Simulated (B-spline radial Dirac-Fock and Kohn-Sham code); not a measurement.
# Run log: Mo

ΔSCF core binding energies without Breit or QED terms, calculated with a B-spline atomic structure program. Keys: rel is the Hamiltonian (dirac, or spin-free x2c and nr, where L3 and M5 stand for the whole 2p and 3d shells), method is hf or an exchange,correlation pair (spin-unpolarised, also for the hole states), nuc the nuclear model, radius_factor scales its radius, rmax is the box in bohr, h the logarithmic mesh step, order the B-spline order, points the quadrature points per cell, c_factor scales the speed of light, and damp, ndamp, maxit and tol steer the iteration. The run stops when the commutator error falls below 10·tol·max(1, Z/10), or the numerical noise floor, and the energy has settled to about 1e-8 Ha; the virial ratio is −V/T.

Input (task.json):

```json
{"items": [{"Z": 42, "q": 0, "cfg": [[1, 0, 2], [2, 0, 2], [2, 1, 6], [3, 0, 2], [3, 1, 6], [3, 2, 10], [4, 0, 2], [4, 1, 6], [4, 2, 5], [5, 0, 1]], "A": 98, "rrms": 4.4091, "do": "settings", "holes": ["K", "L3", "M5"],
  "settings": [{"rel": "dirac", "method": "hf", "nuc": "fermi", "radius_factor": 1.0, "rmax": 45.0, "h": 0.3, "order": 8, "points": 10, "c_factor": 1.0, "maxit": 60, "damp": 0.5, "ndamp": 3, "tol": 1e-08, "cfg": "1s2 2s2 2p6 3s2 3p6 3d10 4s2 4p6 4d5 5s3"}]}]}
```

Command: `python xray2_run.py task.json out`

The program stops without a result: overfilled shell.

Q: One setting is unsound. Which, and why?

A: cfg puts more electrons in a shell than it can hold. With the default settings (Dirac Hartree-Fock): The ground state converged in 11 iterations, with total energy -4047.14178 Ha, virial ratio 1.96418 and highest orbital energy -5.77 eV. ΔSCF binding energies: K (1s) 20061.3 eV, L3 (2p3/2) 2532.6 eV, M5 (3d5/2) 234.7 eV.
